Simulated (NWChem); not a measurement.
Species: CH4OSe; SMILES CO[SeH]

Program: NWChem. All runs use the structure optimised with PBE0/def2-SVP. One conformer.

Diagonal of the polarisability tensor at PBE0/def2-SVPD, static: 42.93, 57.80, 43.01 bohr³.

Find the mean polarisability volume, the molar refraction, and the refractive index that an ideal gas of it would have at 273.15 K and 1 atm.


1. Mean: one third of the trace = 47.91 bohr³ × 0.14818 Å³/bohr³ = 7.10 Å³.
2. Molar refraction (Lorentz-Lorenz): (4π/3) N_A α = 17.9 cm³/mol.
3. Number density p/kT = 2.687 × 10⁻⁵ Å⁻³; n − 1 = 2π N α = 11.99 × 10⁻⁴.
4. These hold the electronic response alone: vibrational and orientational terms add to the static dielectric constant.
